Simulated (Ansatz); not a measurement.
```yaml
crystal:
  periodic: [false, false, false]
  atoms:
    - {symbol: C, position_ang: [-2.258577, 1.418318, -0.578597]}
    - {symbol: C, position_ang: [-0.021651, -0.294114, -0.107137]}
    - {symbol: Al, position_ang: [1.499515, -2.140962, 2.713373]}
    - {symbol: Al, position_ang: [3.574748, -0.546570, -1.064969]}
    - {symbol: H, position_ang: [-2.072481, 3.143402, 0.541957]}
    - {symbol: H, position_ang: [-2.419694, 2.003512, -2.556273]}
    - {symbol: H, position_ang: [-4.056263, 0.549213, -0.037586]}
    - {symbol: H, position_ang: [-0.153774, -2.121574, -1.236529]}
    - {symbol: H, position_ang: [0.771456, -2.743120, 5.576595]}
    - {symbol: H, position_ang: [5.293945, 0.635139, -3.245727]}
basis:
  gaussian: {orbitals: cc-pVTZ}
hamiltonian: {xc: {name: BLYP}, pseudopotentials: {relativity: none}}
scf: {lower_state_search: full}
```

```sh
$ ansatz run in.yaml --threads 2 --pin off --events-out ev --progress --plain --max-ram 4352MiB
```

Shortened log:

```
Functional definition: BLYP
1234 factors; their error is unknown
mean field evaluation 1: about -15328.3035 eV, gradient 4.3e1 eV
mean field evaluation 2: about -15112.8205 eV, gradient 1.6e2 eV
mean field evaluation 4: about -15251.4729 eV, gradient 1.0e2 eV
mean field evaluation 8: about -15338.4162 eV, gradient 4.1e0 eV
mean field evaluation 16: about -15332.5217 eV, gradient 3.6e1 eV
mean field evaluation 32: about -15322.0733 eV, gradient 4.7e1 eV
mean field evaluation 64: about -15334.8537 eV, gradient 1.0e1 eV
mean field evaluation 96: about -15282.9261 eV, gradient 7.9e1 eV
mean field evaluation 128: about -15334.4053 eV, gradient 1.4e1 eV
mean field evaluation 160: about -15333.2720 eV, gradient 3.6e1 eV
mean field -15338.64683800 eV, -563.6848743884 hartree, gradient 9.8e-6 eV, S^2 0.000000; 6 other end points of the search recorded, 0 dependent functions left out
reference -15338.64742143 eV, -563.6848958288 hartree; 22, 22 occupied and 190, 190 virtual orbitals, 1234 factors
Total energy: -15338.64742143 eV, -563.6848958288 hartree
```

(1) Something in this input is off. What?

## Answers

(1) The coordinates are in bohr but typed as ångström. The calculation finished and met its thresholds. The result belongs to that input, not to the molecule as meant.
